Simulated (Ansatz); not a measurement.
Correlation energies of C2H3ClGe, SMILES `C#[C][GeH2][Cl]` by basis set

```xyz
7

C    -0.647   -1.856   -0.536
C    -0.300   -0.738   -0.252
Ge    0.226    1.026    0.179
Cl    1.830    0.908    1.606
H    -0.950   -2.848   -0.783
H     0.769    1.735   -1.062
H    -0.928    1.774    0.848
```

Total charge 0; spin multiplicity 1. Correlated methods include outer-core shells of Ge, which these sets cover unevenly. Scalar relativity is left out up to krypton. All single points use the PBE0-D4/def2-TZVP geometry. Frozen core, restricted reference, the Gaussian-basis code of Ansatz.

| basis | HF (Eh) | MP2 corr. |
| --- | --- | --- |
| def2-SVP | -2611.86192 | -0.60682 |
| def2-TZVPP | -2612.37489 | -0.74095 |
| def2-QZVPP | -2612.43259 | -1.04261 |

(1) Estimate the CCSD correlation energy and the (T) correction in each basis where they were run (hartree).

## Answers

(1) 
```
     basis  CCSD corr.       (T)
  def2-SVP    -0.63353  -0.02160
def2-TZVPP    -0.76947  -0.03536
```
